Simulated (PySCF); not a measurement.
Gas-phase reaction: (H₂SiO)₃ + SiHF₃ = SiF₃OH + 2 SiH₃ + SiO₂

Energies from PySCF (xtb for GFN2), thermal terms from the rigid-rotor harmonic-oscillator model, ideal gas at 1 bar. † marks an energy on the PBE0/def2-TZVP geometry and frequencies; other levels use their own. MP2 freezes the core. Open shells (unrestricted): SiH₃ (multiplicity 2); the rest are closed-shell singlets. GFN2 has no spin-polarisation term. (H₂SiO)₃, SiF₃OH: computed as isolated molecules; such fragments, hydroxides, amides, oligomers or adducts are transient or little studied in the gas. MP2 isn't extrapolated to the basis-set limit; its ΔH°(298 K) is 904.0 kJ in def2-SVP and 952.2 kJ in def2-TZVPP. The harmonic model lacks anharmonicity and excited electronic states, which grow with temperature; levels with a mode under 35 cm⁻¹ are left out. Internal rotation in SiF₃OH is treated as a harmonic vibration of one conformer, which makes the entropy rough. Soft modes under 120 cm⁻¹ make the harmonic entropy rough for (H₂SiO)₃.

| level | ΔE electronic, kJ | ΔH°(298 K), kJ | ΔS°(298 K), J/K | ΔG°(1200 K), kJ |
|---|---|---|---|---|
| GFN2-xTB | 893 | 880 | 350 | 468 |
| M06-2X/def2-TZVP† | 1019 | 997 | 352 | 575 |
| MP2/def2-SVP† | 926 | 904 | 352 | 482 |
| PBE0/def2-SVP† | 939 | 917 | 352 | 495 |
| r2SCAN/def2-TZVP† | 949 | 927 | 352 | 505 |
| ωB97M-V/def2-TZVP† | 1006 | 984 | 352 | 562 |
ΔH° is lowest at GFN2-xTB and highest at M06-2X/def2-TZVP†. No reference value is set beside these.
